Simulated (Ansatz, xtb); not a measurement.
**Relative energy of two isomers of B2Cl2F2H4N2**

Structure a is `F[B@-]1(Cl)[NH2+][B@@-](F)(Cl)[NH2+]1`, a singlet and structure b is `F[B@-]1(Cl)[NH2+][B@-](F)(Cl)[NH2+]1`, a singlet. Both are isolated molecules in the gas phase, relaxed with PBE0-D4/def2-SVP.

a (Å):

```yaml
atoms:
  - { symbol: B, position_ang: [-0.5668, -0.5336, -0.7811] }
  - { symbol: B, position_ang: [0.6677, 0.4317, 0.7744] }
  - { symbol: Cl, position_ang: [-2.1720, 0.1031, -1.3603] }
  - { symbol: Cl, position_ang: [0.2111, 1.9665, 1.6423] }
  - { symbol: F, position_ang: [-0.1381, -1.6812, -1.3719] }
  - { symbol: F, position_ang: [1.8549, -0.1229, 1.1392] }
  - { symbol: N, position_ang: [0.5693, 0.5817, -0.8078] }
  - { symbol: N, position_ang: [-0.5013, -0.6490, 0.8057] }
  - { symbol: H, position_ang: [1.4153, 0.2874, -1.2966] }
  - { symbol: H, position_ang: [0.2787, 1.4973, -1.1453] }
  - { symbol: H, position_ang: [-1.3451, -0.3698, 1.3022] }
  - { symbol: H, position_ang: [-0.1969, -1.5663, 1.1333] }
```

b (Å):

```xyz
12

B    -1.6429    1.5334    0.8658
B    -0.7799    0.1064   -0.5817
Cl   -3.0857    2.5777    0.4734
Cl    0.6630   -0.9372   -0.1878
F    -1.1249    1.6860    2.1126
F    -1.2971   -0.0469   -1.8287
N    -0.5114    1.6405   -0.2495
N    -1.9119   -0.0004    0.5331
H     0.4149    1.8479    0.1216
H    -0.7220    2.2722   -1.0212
H    -2.8381   -0.2072    0.1613
H    -1.7021   -0.6325    1.3047
```

Task: Estimate E(b) − E(a) at the level CCSD(T)/def2-SVP + ΔMP2/def2-TZVPP.

Result: CCSD(T)/def2-SVP + ΔMP2/def2-TZVPP gives E(b) − E(a) = −0.03 kJ/mol, slightly favouring structure b, which is too small a margin to settle the true order.

How the difference moves with the method:

```tsv
level	geometry	E(b) − E(a) (kJ/mol)	departure from the last row (kJ/mol)	job, with rough time for the two
PBE0-D4/def2-SVP	PBE0-D4/def2-SVP	−0.15	−0.12	optimisation, 46 s
HF/def2-SVP	PBE0-D4/def2-SVP	−0.09	−0.06	part of the CCSD(T) run
MP2/def2-SVP	PBE0-D4/def2-SVP	+0.21	+0.24	part of the CCSD(T) run
CCSD(T)/def2-SVP	PBE0-D4/def2-SVP	+0.18	+0.21	single point
CCSD(T)/def2-SVP + ΔMP2/def2-TZVPP	PBE0-D4/def2-SVP	−0.03		single point, 2.5 min
```

As drawn, both hold the same kinds of bond in the same numbers.

The largest departure from CCSD(T)/def2-SVP + ΔMP2/def2-TZVPP is that of MP2/def2-SVP, 0.24 kJ/mol. Levels run at GFN2-xTB geometries aren't shown. The last row adds to CCSD(T) the change of the MP2 difference between the two basis sets, here −0.21 kJ/mol.

With thermal terms from frequencies at re-optimised GFN2-xTB minima (ideal gas, soft modes damped towards free rotors, one conformer each, 298.15 K, 1 atm): on the last row, ΔE + ΔZPE = −0.02, ΔH = 0.00, ΔG = −0.10 kJ/mol.

The correlated steps freeze 16 core orbitals. Codes used: Ansatz 0.2.0, xtb 6.7.1; the last row on 2 threads of Intel(R) Xeon(R) Platinum 8375C CPU @ 2.90GHz (Ice Lake) on a shared host.
